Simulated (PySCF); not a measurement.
The complex MoF4 (charge 0) contains Mo(IV), shell d2. The structure is a PBE0-D3(BJ)/def2-TZVP geometry optimised for multiplicity 3; coordination tetrahedral, point group Td, metal–donor distances 1.84 Å.

```
5

Mo    0.0000    0.0000    0.0000
F     1.0655    1.0655    1.0655
F     1.0655   -1.0655   -1.0655
F    -1.0655   -1.0655    1.0655
F    -1.0655    1.0655   -1.0655
```

Method (PySCF 2.14, density fitting): CASSCF(2,5) with orbitals averaged over the states of highest spin, strongly contracted NEVPT2 on the averaged canonical orbitals; basis x2c-TZVPall on the metal, x2c-SVPall elsewhere; spin-free X2C; gas phase; spin-orbit coupling by state interaction with the mean-field operator over all roots.

Question: What is the ground state?

Answer: 3A2 (S = 1, orbital degeneracy 1), with 2.0 electrons in the lower (e-type) set and 0.0 in the upper (t2-type) set, by NEVPT2.

Question: Where do the spin-allowed transitions within the shell lie?

Answer: By NEVPT2: 3T2 at 15222 cm⁻¹ (657 nm); 3T1 at 20225 cm⁻¹ (494 nm); 3T1 at 31928 cm⁻¹ (313 nm). The strongest, at 20225 cm⁻¹, has f = 5.2e-03.

Question: Which is the lowest state of another spin?

Answer: 1E at 9250 cm⁻¹ by NEVPT2; CASSCF alone puts it at 11060 cm⁻¹ above the same ground state.

Question: What ligand-field parameters describe the result?

Answer: At CASSCF level (the NEVPT2 levels don't fit a ligand-field model well): orbital energies 0, 0, 14659, 14659, 14659 cm⁻¹; 10Dq = 14659 cm⁻¹; B = 658 cm⁻¹; C = 2793 cm⁻¹; B over its free-ion value at the same level 0.760; the fit misses the states by 739 cm⁻¹ rms, so splittings below that are unsure; ζ = 659 cm⁻¹ (free ion 885).

Question: What are the magnetic parameters?

Answer: The ground multiplet follows a spin Hamiltonian with S = 1, g = 1.854, 1.854, 1.854, D = 0 (spin-orbit part alone); the lowest levels hold 99 % of the spin-free ground state. μeff is 2.66 μB at 300 K and 2.62 μB at 10 K; the spin-only value is 2.83 μB.

No frequencies were computed for the optimised geometry. Charge-transfer states lie outside this active space and may come lower than some of these levels. An active orbital has only 0.70 squared overlap with the free ion's shell, so the metal shell alone is a small active space here. NEVPT2 on the d shell alone tends to put d–d bands too high for such charged or covalently bound ions.

The job took 5.2 s on one thread of Arm Neoverse V2 (shared host), with 119 basis functions, launched as `OMP_NUM_THREADS=1 python lf_run.py task.json out`.
